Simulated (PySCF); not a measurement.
H₃F₃GeSn, singlet, at a GFN2-xTB geometry (such geometries of metal compounds can be far from the true shape) (all electrons, no relativity), with bond 8-5 at 1.8 times its length; PySCF with CASSCF(4,5)+NEVPT2/STO-3G.

Input for PySCF:
```python
from pyscf import gto, scf, mcscf, mrpt
import numpy

mol = gto.Mole()
mol.atom = '''
    F     1.561338   -0.479820    1.686702
    Sn    0.644248   -0.022952   -0.048264
    F     1.465438    1.719519   -0.639304
    F     1.299665   -1.393836   -1.371517
    Ge   -1.994832    0.071069    0.149445
    H    -2.337249    1.299461    0.958711
    H    -2.434713   -1.195719    0.844326
    H    -2.982965    0.225554   -2.378502
'''
mol.basis = 'sto-3g'
mol.charge = 0
mol.spin = 0
mol.verbose = 4
mol.build()

mf = scf.RHF(mol)
mf.kernel()
mc = mcscf.CASSCF(mf, 5, 4)
mc.fix_spin_(ss=0.0)
mc.kernel()
occ = numpy.linalg.eigvalsh(mc.fcisolver.make_rdm1(mc.ci, mc.ncas, mc.nelecas))[::-1]
ss = mc.fcisolver.spin_square(mc.ci, mc.ncas, mc.nelecas)[0]
print('natural occupations', occ.round(4), ' <S^2>', round(ss, 4))
e2 = mrpt.NEVPT(mc).kernel()
print('E(NEVPT2) = %.10f' % (mc.e_tot + e2))
```

Output, abridged:

```
PySCF version 2.14.0

[INPUT] verbose = 4
[INPUT] num. atoms = 8
[INPUT] num. electrons = 112
[INPUT] charge = 0
[INPUT] spin (= nelec alpha-beta = 2S) = 0
[INPUT] symmetry False subgroup None
[INPUT] Mole.unit = angstrom
[INPUT] Symbol           X                Y                Z      unit          X                Y                Z       unit  Magmom
[...]
nuclear repulsion = 891.16138884092
number of shells = 31
number of NR pGTOs = 189
number of NR cGTOs = 63
basis = sto-3g
ecp = {}

******** <class 'pyscf.scf.hf.RHF'> ********
method = RHF
initial guess = minao
damping factor = 0
level_shift factor = 0
DIIS = <class 'pyscf.scf.diis.CDIIS'>
diis_start_cycle = 1
diis_space = 8
diis_damp = 0
SCF conv_tol = 1e-09
SCF conv_tol_grad = None
SCF max_cycles = 50
direct_scf = True
direct_scf_tol = 1e-13
Set gradient conv threshold to 3.16228e-05
Initial guess from minao.
init E= -8290.04238487037
[...]
cycle= 1 E= -8310.3555636311  delta_E= -20.3  |g|= 0.61  |ddm|= 3.22
[...]
cycle= 2 E= -8310.64195027099  delta_E= -0.286  |g|= 0.257  |ddm|= 2.41
[...]
cycle= 3 E= -8310.70644264672  delta_E= -0.0645  |g|= 0.0845  |ddm|= 0.909
[...]
cycle= 4 E= -8310.71278306777  delta_E= -0.00634  |g|= 0.0226  |ddm|= 0.24
[...]
cycle= 5 E= -8310.71343505131  delta_E= -0.000652  |g|= 0.00475  |ddm|= 0.0921
[...]
cycle= 6 E= -8310.71346273462  delta_E= -2.77e-05  |g|= 0.00118  |ddm|= 0.018
[...]
cycle= 7 E= -8310.71346460579  delta_E= -1.87e-06  |g|= 0.000389  |ddm|= 0.00446
[...]
cycle= 8 E= -8310.71346480743  delta_E= -2.02e-07  |g|= 0.000143  |ddm|= 0.00144
[...]
cycle= 9 E= -8310.71346483802  delta_E= -3.06e-08  |g|= 3.9e-05  |ddm|= 0.000686
[...]
cycle= 10 E= -8310.7134648401  delta_E= -2.08e-09  |g|= 1.23e-05  |ddm|= 0.000168
[...]
cycle= 11 E= -8310.71346484033  delta_E= -2.29e-10  |g|= 2.97e-06  |ddm|= 5.75e-05
[...]
Extra cycle  E= -8310.71346484034  delta_E= -7.28e-12  |g|= 1.48e-06  |ddm|= 7.84e-06
converged SCF energy = -8310.71346484034

******** <class 'pyscf.mcscf.mc1step.CASSCF'> ********
CAS (2e+2e, 5o), ncore = 54, nvir = 4
max_cycle_macro = 50
max_cycle_micro = 4
conv_tol = 1e-07
conv_tol_grad = None
orbital rotation max_stepsize = 0.02
orbital rotation threshold for CI restart = 0.01
augmented hessian ah_max_cycle = 30
augmented hessian ah_conv_tol = 1e-12
augmented hessian ah_linear dependence = 1e-14
augmented hessian ah_level shift = 1e-08
augmented hessian ah_start_tol = 2.5
augmented hessian ah_start_cycle = 3
augmented hessian ah_grad_trust_region = 3
[...]
CASCI E = -8310.80913922614  S^2 = 0.0000000
CASSCF energy = -8310.83810417190
CASCI E = -8310.83810417190  E(CI) = -3.04853152258329  S^2 = 0.0000000
[...]
3 F 1s          -0.00148  -0.00001   0.00000  -0.00309  -0.00042
3 F 2s          -0.00035  -0.00030   0.00089   0.16654   0.02598
3 F 2px          0.27835  -0.01266   0.01073  -0.19544   0.05750
3 F 2py         -0.54508  -0.00564   0.00945   0.38871   0.04147
3 F 2pz         -0.52831   0.00244  -0.00032   0.37647   0.01236
4 Ge 1s         -0.00006  -0.00027   0.00030  -0.00007   0.00022
4 Ge 2s          0.00039   0.00116  -0.00199   0.00063  -0.00249
4 Ge 3s         -0.00012   0.00058   0.00072  -0.00052   0.00282
4 Ge 4s          0.05895   0.26688  -0.30372   0.07155  -0.23896
4 Ge 2px         0.00016  -0.00032   0.00040   0.00023  -0.00134
4 Ge 2py        -0.00003   0.00004  -0.00006  -0.00003  -0.00009
4 Ge 2pz        -0.00005  -0.00067   0.00088  -0.00006  -0.00002
4 Ge 3px        -0.00273   0.00511  -0.00632  -0.00386   0.02159
4 Ge 3py         0.00059  -0.00070   0.00089   0.00056   0.00126
4 Ge 3pz         0.00102   0.01099  -0.01424   0.00108   0.00025
4 Ge 4px         0.10291  -0.26595   0.27436   0.12144  -0.64264
4 Ge 4py        -0.00200   0.03503  -0.03668   0.00743  -0.04025
4 Ge 4pz        -0.02453  -0.54050   0.56974  -0.01564   0.00178
4 Ge 3dxy       -0.00783   0.00108  -0.00070  -0.00981   0.00698
4 Ge 3dyz        0.00586   0.00151  -0.00058   0.00883  -0.00813
4 Ge 3dz^2      -0.00298  -0.01007   0.00198  -0.00436   0.02766
4 Ge 3dxz       -0.00825  -0.00839   0.00255  -0.00938   0.00642
4 Ge 3dx2-y2    -0.00097  -0.00885   0.00752   0.00035  -0.04642
5 H 1s          -0.04356  -0.08057   0.08567  -0.06309   0.05389
6 H 1s          -0.01108  -0.08067   0.08580  -0.00647  -0.02064
7 H 1s           0.00341   0.72759   0.68570  -0.00171  -0.00053
<CAS-nat-orb|mo-hf>  55     53      -0.42179182
<CAS-nat-orb|mo-hf>  55     54      -0.62236072
<CAS-nat-orb|mo-hf>  56     56       0.96851202
<CAS-nat-orb|mo-hf>  57     57       0.99325156
<CAS-nat-orb|mo-hf>  58     58      -0.59092996
<CAS-nat-orb|mo-hf>  58     59       0.53338660
<CAS-nat-orb|mo-hf>  58     60       0.41457864
<CAS-nat-orb|mo-hf>  59     58       0.67404480
<CAS-nat-orb|mo-hf>  59     61      -0.67961952
Sr    (-1)',   E = -0.00003051498174
Si    (+1)',   E = -0.00233667414605
Sijrs (0)  ,   E = -0.05424553156477
Sijr  (+1) ,   E = -0.01756527469134
Srsi  (-1) ,   E = -0.00258153879396
Srs   (-2) ,   E = -0.00006832658695
Sij   (+2) ,   E = -0.00573919225360
Sir   (0)' ,   E = -0.00633310636365
Nevpt2 Energy = -0.088900159382061
E(NEVPT2) = -8310.9270043313
```
